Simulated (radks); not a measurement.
Task: The bromine ion Br9+ is in [Ar] 3d8. Calculated with a radial shooting solver on a logarithmic mesh with Libxc functionals: scalar-relativistic Kohn-Sham, PBEsol, spin-polarised, spherical densities, finite nucleus; Fermi nuclear charge, rms radius of each element as measured or else 0.836 A^(1/3) + 0.57 fm. Open shells are filled with parallel spins first. One electron is removed from 3p, 2p, 3s, 3d in turn, with full relaxation. Which removal costs least, and what does each cost?

Result: 3d 263.41 eV; 3p 370.34 eV; 3s 435.45 eV; 2p 1770.2 eV. The 3d electron leaves first.
